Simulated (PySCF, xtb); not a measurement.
H₄O₃STi, SMILES [OH][Ti]([SH])([OH])[OH], multiplicity 1. Other conformers were not sampled.

Harmonic wavenumbers (cm⁻¹) from GFN2-xTB (xtb 6.7.1) at its own minimum, in rising order: 55, 75, 129, 132, 143, 160, 165, 220, 232, 266, 313, 317, 392, 496, 606, 687, 715, 2344, 3626, 3628, 3637.

Task: What does PBE-D3(BJ)/def2-SVP run with PySCF give at its own minimum? (The exact figures need the calculation; the answer reports its results.)

Result: 109, 132, 162, 180, 199, 217, 252, 298, 315, 390, 429, 454, 506, 508, 718, 784, 794, 2602, 3754, 3764, 3776. Paired by order, the mean absolute difference is 95 cm⁻¹ and the zero-point energies are 26.2 and 29.1 kcal/mol.
